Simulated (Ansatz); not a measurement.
Compare A (`C[SiH]1C=CO1`) with its isomer B (`C=C1OC1[SiH3]`).

Computed with Ansatz on PBE0-D4/def2-TZVP structures; ΔE is electronic, products minus reactants. CCSD(T)/CBS is the MP2 limit (def2-TZVPP, def2-QZVPP) plus CCSD(T) − MP2 in def2-TZVPP, frozen cores. Functionals use def2-TZVPP. B3LYP here is the variant with VWN-RPA as its local correlation; programs differ in this.

A:

Z-matrix (Å, degrees):
```
Si
C 1 1.834
C 1 2.145 2 38.5
C 1 1.851 2 121.8 3 110.5
O 1 1.719 2 78.4 3 0.6
H 1 1.485 2 118.0 3 -106.7
H 2 1.076 1 148.2 3 178.0
H 3 1.088 1 169.4 2 -175.8
H 4 1.093 1 110.6 2 -158.9
H 4 1.094 1 110.3 2 82.0
H 4 1.091 1 110.7 2 -38.2
```

B:

```xyz
11

C     1.7605   -0.6452    1.1320
C     0.5473   -0.1828    0.9277
O    -0.7055   -0.3656    1.3710
C    -0.4463    0.6418    0.3036
Si   -1.1554    0.2141   -1.3840
H     1.9433   -1.4170    1.8679
H     2.5883   -0.2472    0.5632
H    -0.5352    1.6627    0.6744
H    -0.9088   -1.2230   -1.6476
H    -0.4768    1.0566   -2.4031
H    -2.6114    0.5057   -1.4049
```

Which is lower in electronic energy at CCSD(T)/CBS, and by how much? (Best estimate.)

The calculation gave: A, by 248.6 kJ/mol.

Give E(B) − E(A) in kJ/mol with MP2/def2-TZVPP, B3LYP, PBE0-D4, PBE-D4, HF/def2-TZVPP, r2SCAN-D4, CCSD(T)/def2-TZVPP. (An estimate is asked.)

Ansatz gave: MP2/def2-TZVPP 252.4, B3LYP 229.5, PBE0-D4 237.7, PBE-D4 223.2, HF/def2-TZVPP 245.0, r2SCAN-D4 238.8, CCSD(T)/def2-TZVPP 243.0. None reverses the order clearly.

Largest T1 diagnostic: 0.014.

From PBE to PBE0 (25 % exact exchange), in def2-TZVPP and without D4, E(B) − E(A) moves by +14.7 kJ/mol.
